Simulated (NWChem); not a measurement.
Molecule: CH$_{6}$Ge; SMILES [GeH3][CH3]

```xyz
8

Ge     0.0000     0.0000    -0.3892
C      0.0000     0.0000     1.5643
H      0.0000     1.4450    -0.9253
H     -1.2514    -0.7225    -0.9253
H      1.2514    -0.7225    -0.9253
H      0.8954     0.5100     1.9478
H     -0.0060    -1.0304     1.9478
H     -0.8893     0.5204     1.9478
```
Atoms are numbered in this order, from 1.

Program: NWChem. Pople sets run with spherical d functions. Geometry: optimised at PBE0/def2-SVP. B3LYP is NWChem's, with the RPA form of VWN correlation. Total energies compare along this basis series because the functional is fixed.

```json
[
 {"level": "B3LYP/STO-3G", "basis functions": "29", "energy (Ha)": "-2094.3008", "highest occupied level (eV)": "[?]", "orbital gap (eV)": "[?]", "dipole (D)": "[?]"},
 {"level": "B3LYP/3-21G", "basis functions": "43", "energy (Ha)": "-2108.4780", "highest occupied level (eV)": "-8.56", "orbital gap (eV)": "10.04", "dipole (D)": "0.69"},
 {"level": "B3LYP/6-31G*", "basis functions": "58", "energy (Ha)": "-2118.4702", "highest occupied level (eV)": "-8.53", "orbital gap (eV)": "9.57", "dipole (D)": "0.77"},
 {"level": "B3LYP/def2-SVP", "basis functions": "76", "energy (Ha)": "-2118.4688", "highest occupied level (eV)": "-8.66", "orbital gap (eV)": "9.66", "dipole (D)": "0.73"},
 {"level": "B3LYP/def2-SVPD", "basis functions": "106", "energy (Ha)": "-2118.4726", "highest occupied level (eV)": "-8.73", "orbital gap (eV)": "8.82", "dipole (D)": "0.69"},
 {"level": "B3LYP/def2-TZVP", "basis functions": "115", "energy (Ha)": "-2118.7808", "highest occupied level (eV)": "-8.70", "orbital gap (eV)": "9.26", "dipole (D)": "0.71"},
 {"level": "B3LYP/aug-cc-pVTZ", "basis functions": "243", "energy (Ha)": "-2118.8208", "highest occupied level (eV)": "-8.70", "orbital gap (eV)": "8.30", "dipole (D)": "0.71"}
]
```

Problem. Complete the blanks.

Solution. 
- B3LYP/STO-3G, highest occupied level (eV): -5.03
- B3LYP/STO-3G, orbital gap (eV): 12.65
- B3LYP/STO-3G, dipole (D): 0.14
